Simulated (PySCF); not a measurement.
Computed with B3LYP-D3(BJ)/def2-TZVP // TPSS-D3(BJ)/def2-SVP run with PySCF. Gas-phase values, no solvent. B3LYP has the VWN-RPA correlation part, as in Gaussian. 

Reference species: [Ti(F)3] (neutral, multiplicity 2).

```
Property                                                         Value
------------------------------------------------------------  --------
dipole moment                                                   0.08 D
mean distance from the central atom to its bonded neighbours   1.763 Å
highest occupied spin orbital                                 -6.94 eV
```

After one change: the dipole moment rises by 2.70 D; the mean distance from the central atom to its bonded neighbours increases by 0.123 Å; the highest occupied spin orbital decreases by 2.10 eV.

### Question
What was changed between the two runs? The new species is one of these.
A. [Zr(F)3]
B. [Pd(F)3]
C. [Pt(F)3]
D. [Hf(F)3]

### Answer
C, [Pt(F)3]
